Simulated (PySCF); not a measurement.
A species of formula C2H13NSSi4 has this rotational fingerprint, computed with PBE0/pcSseg-1 in PySCF (dipole) on a GFN2-xTB geometry, gas phase:

| Item | Value |
| --- | --- |
| Rotational constants | A = 2305, B = 384.2, C = 338.9 MHz |
| Dipole components | \|μa\| = 1.44 D, \|μb\| = 1.36 D, \|μc\| = 0.49 D |
| Inertial defect | -43.41 u·Å² |
| κ | -0.95 |

Question: Which candidate fits, each taken in the one conformer that was computed?
A. `[CH2:1]=[CH:2][SiH2:3][N:4]([SiH3:5])[SiH2:6][S:7][SiH3:8]` with C1–C2–Si3–N4 102°, C2–Si3–N4–Si5 77°, Si3–N4–Si6–S7 66°, N4–Si6–S7–Si8 56°
B. `[CH3:1][NH:2][Si@@H:3]1[SiH2:4][SiH2:5][S:6][Si@@H:7]1[CH3:8]` with C1–N2–Si3–Si4 -66°, N2–Si3–Si4–Si5 -125°, Si3–Si4–Si5–S6 -15°, Si4–Si5–S6–Si7 34°, Si5–S6–Si7–C8 83°
C. `[SiH3:1][CH2:2][SiH2:3][N:4]1[SiH2:5][CH2:6][S:7][SiH2:8]1` with Si1–C2–Si3–N4 180°, C2–Si3–N4–Si5 34°, Si3–N4–Si5–C6 178°, N4–Si5–C6–S7 -17°, Si5–C6–S7–Si8 20°, C6–S7–Si8–N4 -16°
D. `[CH3:1][N:2]1[CH2:3][SiH2:4][Si@@H:5]([SiH3:6])[S:7][SiH2:8]1` with C1–N2–C3–Si4 99°, N2–C3–Si4–Si5 50°, C3–Si4–Si5–Si6 -104°, Si4–Si5–S7–Si8 -54°

Answer: C. It is [SiH3]C[SiH2]N1[SiH2]CS[SiH2]1, a near-prolate asymmetric top, point group C1. The candidates at the same level (rigid rotor, commonest isotopes):

| SMILES | A (MHz) | B (MHz) | C (MHz) | μa (D) | μb (D) | μc (D) | Δ (u·Å²) | point group | rotor |
| --- | --- | --- | --- | --- | --- | --- | --- | --- | --- |
| CN1C[SiH2][Si@@H]([SiH3])S[SiH2]1 | 1001 | 703.5 | 609.8 | 1.40 | 1.66 | 1.29 | -394.46 | C1 | asymmetric top |
| CN[Si@@H]1[SiH2][SiH2]S[Si@@H]1C | 1112 | 660.6 | 474.4 | 3.17 | 0.26 | 1.69 | -154.12 | C1 | asymmetric top |
| [SiH3]C[SiH2]N1[SiH2]CS[SiH2]1 | 2305 | 384.2 | 338.9 | 1.44 | 1.36 | 0.49 | -43.41 | C1 | near-prolate asymmetric top |
| C=C[SiH2]N([SiH3])[SiH2]S[SiH3] | 920.1 | 715.6 | 581.2 | 0.79 | 0.14 | 1.36 | -385.96 | C1 | asymmetric top |

`C=C[SiH2]N([SiH3])[SiH2]S[SiH3]` has B 86 % too high; `CN1C[SiH2][Si@@H]([SiH3])S[SiH2]1` has B 83 % too high; `CN[Si@@H]1[SiH2][SiH2]S[Si@@H]1C` has B 72 % too high. No structure here is proved a minimum.
